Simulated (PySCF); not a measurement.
Problem. Give a PBE0-D3(BJ)/def2-SVP geometry of `P[SiH2]P[SiH2]Br`.

Solution. 
```
atom  x, y, z in Å
P1     0.4359    1.5357    1.4130
Si2    1.1124   -0.6038    1.7528
P3     2.8780   -1.2222    0.4635
Si4    4.0504    0.6898    0.6755
Br5    4.4395    0.9999    2.8547
H6    -0.5674    1.4477    2.4286
H7     1.4160    2.0797    2.2992
H8    -0.0168   -1.4977    1.3532
H9     1.4898   -0.8967    3.1664
H10    2.2762   -0.8099   -0.7688
H11    3.3296    1.8987    0.1803
H12    5.3662    0.5731   -0.0127
```

Any rigid rotation of these coordinates is as good. Atoms count from 1 in this order. Of the pairs four or more bonds apart, Si4···H7 is among the closest relative to their van der Waals radii: 3.39 Å, 103 % of the sum of Bondi's values. Si2 (SiH2 silicon) is distorted tetrahedral (angles from 105.8° to 113.8°). P3 (three-coordinate phosphorus) is pyramidal (angles 96.9°, 94.8° and 93.2°, sum 284.8°, 0.98 Å off the plane of its three neighbours). P1 (three-coordinate phosphorus) is pyramidal (angles 93.7°, 93.5° and 92.6°, sum 279.8°, 0.87 Å off the plane of its three neighbours).

Bonds between heavy atoms (Å): P1–Si2 2.269, Si2–P3 2.272, P3–Si4 2.253, Si4–Br5 2.235.

Level of theory: PBE0-D3(BJ)/def2-SVP geometry optimisation, gas phase in PySCF.

Point group: C1 (no symmetry element, even within 0.4 Å). Whether it is a minimum is left open (no frequencies). The numbers are those of one conformer (H–P1–Si2–P3 -177° and -84°, P1–Si2–P3–Si4 42°, Si2–P3–Si4–Br5 59°).
